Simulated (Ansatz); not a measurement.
The same path of ClGeH3 + H2O2 (9 atoms, charge 0, multiplicity 1) was run 3 times with different band settings. Lost on the way: Ge1–Cl2, H6–O7. Made: Ge1–O7, Cl2–H6.

The calculation used RKS BLYP/def2-SVP in Ansatz 0.2.0.

Relaxed end points:

```xyz
9
Properties=species:S:1:pos:R:3
Ge -0.789 0.929 -1.097
Cl -0.489 -1.199 -1.695
H -1.942 1.440 -2.001
H -1.173 0.932 0.398
H 0.531 1.676 -1.399
H 0.920 -1.201 0.211
O 1.385 -0.635 0.875
O 0.464 -0.787 2.025
H 1.093 -1.157 2.682
```

```xyz
9
Properties=species:S:1:pos:R:3
Ge -0.426 1.104 -0.263
Cl 0.627 -2.166 -1.991
H -1.782 0.494 -0.687
H -0.583 2.170 0.851
H 0.435 1.598 -1.450
H 0.732 -1.532 -0.830
O 0.643 -0.254 0.452
O -0.146 -0.790 1.598
H 0.500 -0.624 2.321
```

Common settings: spring 5.0 eV/Å²; optimiser quadratic models (default); start path through a guess of the saddle point; iteration limit 60; end points relaxed.

| run | movable images | climbing image | force threshold |
| --- | --- | --- | --- |
| 1 | 7 | yes | 0.05 eV/Å |
| 2 | 7 | yes | 0.2 eV/Å |
| 3 | 4 | no | 0.05 eV/Å |

Q: What does each run give, and how far can it be trusted?

A: Run 1: converged after 20 iterations, highest image 0.935 eV above the first end. A vibrational analysis at the climbing image gives one clearly imaginary mode, 178i cm⁻¹: a first-order saddle point.
Run 2: converged after 7 iterations, highest image 0.973 eV above the first end. The threshold of 0.2 eV/Å is loose, so the images may lie well off the minimum-energy path. The order of the stationary point at the top wasn't checked.
Run 3: converged after 8 iterations, highest image 0.838 eV above the first end. No image climbed, so the highest image needn't sit at the top of the path.
The orbitals stay closed-shell, which can raise the energy where a bond breaks towards radicals; this wasn't checked here.
